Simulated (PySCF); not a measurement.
**Polarisability and C₆ of K (potassium, neutral)**

[Ar] 4s1, 2S determinant. All numbers are calculated (PySCF 2.14, the spin-free X2C one-electron Hamiltonian (Gaussian nucleus), in ANO-RCC-VTZP). Coupled (time-dependent) response in atomic units; α is the mean over directions. The basis has no added diffuse functions, which lowers α and C₆.

```csv
method,mean α (bohr³),C₆ (like pair),S(−4)
UHF,404.7,6356,156900
PBE,306.8,4175,92240
PBE0,334.3,4759,108500
BP86,279.0,3652,75370
M06-2X,191.9,2172,33500
```

S(−4) is the Cauchy moment in α(ω) = α(0) + S(−4) ω² + …

Reference α: 289.7 ± 0.3 bohr³ (recommended; Schwerdtfeger and Nagle, table of static dipole polarizabilities (2023 update)). Published C₆: 3923 (Chu and Dalgarno (2004); Tang, Norbeck and Certain (1976)).

Hartree-Fock lies above the reference because it lacks correlation, which contracts the outer shell.

α(iu) at BP86:

```json
{"u (hartree)": "0", "α(iu) (bohr³)": "279.0"}
{"u (hartree)": "0.0500", "α(iu) (bohr³)": "167.3"}
{"u (hartree)": "0.100", "α(iu) (bohr³)": "78.02"}
{"u (hartree)": "0.200", "α(iu) (bohr³)": "27.66"}
{"u (hartree)": "0.300", "α(iu) (bohr³)": "15.28"}
{"u (hartree)": "0.500", "α(iu) (bohr³)": "8.070"}
{"u (hartree)": "0.750", "α(iu) (bohr³)": "5.217"}
{"u (hartree)": "1.00", "α(iu) (bohr³)": "3.820"}
{"u (hartree)": "1.50", "α(iu) (bohr³)": "2.322"}
{"u (hartree)": "2.00", "α(iu) (bohr³)": "1.540"}
{"u (hartree)": "3.00", "α(iu) (bohr³)": "0.8009"}
{"u (hartree)": "5.00", "α(iu) (bohr³)": "0.3241"}
```
